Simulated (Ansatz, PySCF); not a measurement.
Dimer: GeH4O2 (SMILES [OH][GeH2][OH]) (first 7 atoms) with CH4 (SMILES C); geometry from B3LYP-D3(BJ)/def2-TZVP, rigid monomers moved along the line of their centres of mass till H7···C8 is 4.52 Å.
(charge 0, multiplicity 1):
```xyz
12

O      1.004    -0.954    -0.010
Ge    -0.477     0.022    -0.242
O     -0.304     1.595     0.583
H      1.788    -0.539    -0.383
H     -0.678     0.403    -1.715
H     -1.577    -0.841     0.386
H     -0.199     1.500     1.536
C      0.728    -0.251     5.602
H      0.900    -0.792     6.531
H      1.197     0.731     5.674
H      1.160    -0.805     4.770
H     -0.347    -0.139     5.455
```

Counterpoise-corrected where a basis set is named; no monomer relaxation.

Cores are frozen in the correlated methods. Filled d and f shells under p-block atoms count as core.

The values were computed with Ansatz (Gaussian orbitals); PySCF for the dispersion terms. Values without a source in brackets are computed.

PBE/def2-TZVPPD gives -5.4 meV for the interaction energy.

Question: How do the other levels lie against it? Give each less PBE: PBE-D3(BJ)/def2-TZVPPD, r2SCAN/def2-TZVPPD, PBE0/def2-TZVPPD, wB97M-V/def2-TZVPPD, MP2/aug-cc-pVDZ, CCSD(T)/aug-cc-pVDZ.

Answer: PBE-D3(BJ)/def2-TZVPPD -6.5; r2SCAN/def2-TZVPPD 0.6; PBE0/def2-TZVPPD 0.6; wB97M-V/def2-TZVPPD -4.2; MP2/aug-cc-pVDZ -3.4; CCSD(T)/aug-cc-pVDZ -3.6 meV. 2 of 6 lie above PBE; the widest gap is to PBE-D3(BJ)/def2-TZVPPD.

Ansatz is a first-principles code.
